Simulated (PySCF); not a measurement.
A species of formula C4H6O2S has this rotational fingerprint, computed with CAM-B3LYP/def2-SVPD in PySCF (dipole) on a GFN2-xTB geometry, gas phase:

* Rotational constants: A = 3662, B = 1817, C = 1653 MHz
* Dipole components: |μa| = 0.00 D, |μb| = 4.87 D, |μc| = 0.00 D
* Inertial defect: -110.47 u·Å²
* κ: -0.84

**Question.** Which structure is it? (One computed conformer of each.)
A. `[CH2:1]=[CH:2][S:3](=[O:4])(=[O:5])[CH:6]=[CH2:7]` with C1–C2–S3–O4 135°, C2–S3–C6–C7 -110°
B. `[CH3:1][S:2](=[O:3])(=[O:4])[C:5]1=[CH:6][CH2:7]1` with C1–S2–C5–C6 -155°
C. `[O:1]=[S:2]1(=[O:3])[CH:4]=[CH:5][CH2:6][CH2:7]1` with O1–S2–C4–C5 -102°, C4–C5–C6–C7 -13°, C5–C6–C7–S2 20°, O1–S2–C7–C6 95° (2,3-dihydrothiophene 1,1-dioxide)

**Answer.** A. It is C=CS(=O)(=O)C=C, an asymmetric top, point group C2. The candidates at the same level (rigid rotor, commonest isotopes):

```json
{"SMILES": "CS(=O)(=O)C1=CC1", "A (MHz)": "3816", "B (MHz)": "1763", "C (MHz)": "1620", "μa (D)": "3.00", "μb (D)": "3.21", "μc (D)": "1.43", "Δ (u·Å²)": "-107.23", "point group": "C1", "rotor": "asymmetric top"}
{"SMILES": "O=S1(=O)C=CCC1", "A (MHz)": "4067", "B (MHz)": "2127", "C (MHz)": "1955", "μa (D)": "5.77", "μb (D)": "0.31", "μc (D)": "0.62", "Δ (u·Å²)": "-103.39", "point group": "C1", "rotor": "asymmetric top"}
{"SMILES": "C=CS(=O)(=O)C=C", "A (MHz)": "3662", "B (MHz)": "1817", "C (MHz)": "1653", "μa (D)": "0.00", "μb (D)": "4.87", "μc (D)": "0.00", "Δ (u·Å²)": "-110.47", "point group": "C2", "rotor": "asymmetric top"}
```

`O=S1(=O)C=CCC1` has C 18 % too high; `CS(=O)(=O)C1=CC1` has A 4 % too high. In the right answer the symmetry axis of this C2 structure is b, so μa and μc vanish by symmetry. No structure here is proved a minimum.
